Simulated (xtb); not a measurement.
H$_{3}$ClSi, triplet, at the geometry of the source list (a higher spin typed on purpose: for a closed-shell molecule this is an excited state). Base run: xtb with GFN0-xTB.

Geometry (Å):
```xyz
5

Si    -0.1291    -0.0057    -0.0046
Cl     1.8781     0.0836     0.0676
H     -0.5043    -0.9984    -1.0053
H     -0.6300     1.3138    -0.3726
H     -0.6148    -0.3933     1.3150
```
Charge 0, spin multiplicity 3.
All else is at xtb's defaults.
Base energy -7.62732 Eh.

The base run was repeated with changes; each row names its change, and settings that it needs were set with it.

```
change        ΔE vs base (kJ/mol)
------------  -------------------
base                         0.00
etemp = 1000               -12.53
acc = 0.0001                 0.00
etemp = 5000               -139.2
acc = 30                     0.00
```
